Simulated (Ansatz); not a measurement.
Consider the formal exchange of groups at a B–F bond: `BF` + `C[O][Al]([F])[SH]` → `BC[O][Al]([F])[SH]` + H–F.

Calculated with Ansatz (gas phase, PBE0-D4/def2-TZVP geometries, no zero-point term in ΔE). CBS: MP2 limit from def2 TZ/QZ plus the TZ coupled-cluster correction, frozen cores. This one scheme is used for every species. Functionals use def2-TZVPP. B3LYP here is the variant with VWN-RPA as its local correlation; programs differ in this. Each species was taken in one conformer, which may not be the lowest.

(1) Is it downhill or uphill in electronic energy at CCSD(T)/CBS, and by how much? (Best estimate.)

(2) What do these levels give: PBE-D4, PBE0-D4, B2PLYP, PBE, PBE0, B3LYP, MP2/def2-TZVPP, SCS-MP2/def2-TZVPP, HF/def2-QZVPP, SCS-MP2/def2-QZVPP, MP2/CBS(def2), CCSD/CBS(def2)? (An estimate is asked.)

Largest T1 diagnostic among the species: 0.013.

Answers

(1) Ansatz gave: Uphill: ΔE = +139.8 kJ/mol.

(2) Ansatz gave: PBE-D4 136.2, PBE0-D4 137.0, B2PLYP 152.0, PBE 140.6, PBE0 140.9, B3LYP 153.7, MP2/def2-TZVPP 144.7, SCS-MP2/def2-TZVPP 150.3, HF/def2-QZVPP 165.5, SCS-MP2/def2-QZVPP 147.6, MP2/CBS(def2) 139.6, CCSD/CBS(def2) 141.6 kJ/mol.

The D4 term adds −7.0 kJ/mol with B3LYP and −3.9 kJ/mol with PBE0; it sums over pairs of atoms, weighted by their polarisabilities, and B3LYP, whose exchange is more repulsive, gets the larger term. In def2-TZVPP, CCSD(T) changes the Hartree–Fock value by −20.2 kJ/mol (the triples alone add −1.7 kJ/mol) and MP2 by −20.4 kJ/mol.
